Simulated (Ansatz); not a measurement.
Consider the cleavage of the Al–Ga bond: `F[CH2][AlH][GaH2]` + CH₃SH → `C[S][AlH][CH2]F` + `[GaH3]`.

Computed with Ansatz on PBE0-D4/def2-TZVP structures; ΔE is electronic, products minus reactants. CBS: MP2 limit from def2 TZ/QZ plus the TZ coupled-cluster correction, frozen cores. This one scheme is used for every species. Functionals use def2-TZVPP. For Ga outer-core shells are correlated without core-valence functions, which leaves a few kJ/mol of doubt a bond. Scalar relativity is left out up to krypton. One conformer a species, not always the lowest.

`F[CH2][AlH][GaH2]`:

```xyz
9

F    -1.050   -1.559    0.784
C    -0.873   -0.314    1.412
Al    0.222    0.876    0.257
Ga    0.985   -0.089   -1.935
H    -0.412   -0.501    2.390
H    -1.871    0.094    1.619
H     0.521    2.339    0.820
H     0.130    0.028   -3.257
H     2.347   -0.874   -2.089
```

CH₃SH:

Z-matrix (Å, degrees):
```
C
S 1 1.806
H 1 1.089 2 111.5
H 1 1.089 2 111.5 3 -123.8
H 1 1.090 2 106.2 3 118.1
H 2 1.342 1 97.1 3 61.9
```

`C[S][AlH][CH2]F`:

```xyz
11

C    -1.492    0.012    1.410
S    -1.061    1.578    0.579
Al    0.533    1.102   -0.803
C     1.317   -0.704   -1.058
F     0.767   -1.706   -0.251
H    -2.544   -0.196    1.220
H    -0.887   -0.819    1.057
H    -1.341    0.143    2.481
H     1.103    2.298   -1.668
H     1.207   -1.025   -2.103
H     2.398   -0.682   -0.865
```

`[GaH3]`:

Cartesian coordinates in Å:
```
Ga 0.000 0.001 0.000
H 1.275 0.601 0.689
H -1.315 -0.207 0.829
H 0.041 -0.395 -1.517
```

```csv
species,PBE0 energy (Eh)
`F[CH2][AlH][GaH2]`,-2307.74639
CH₃SH,-438.53753
`C[S][AlH][CH2]F`,-819.95328
`[GaH3]`,-1926.36107
```

(1) Work out ΔE.

Largest T1 diagnostic among the species: 0.013.

Answers

(1) ΔE = (-819.95328) + (-1926.36107) − (-2307.74639) − (-438.53753) = -0.03043 Eh = -19.1 kcal/mol. CCSD(T)/CBS gives -20.6 kcal/mol.

The D4 term adds −1.1 kcal/mol with B3LYP and −0.6 kcal/mol with PBE0; it sums over pairs of atoms, weighted by their polarisabilities, and B3LYP, whose exchange is more repulsive, gets the larger term.

B3LYP here is the variant with VWN-RPA as its local correlation; programs differ in this.
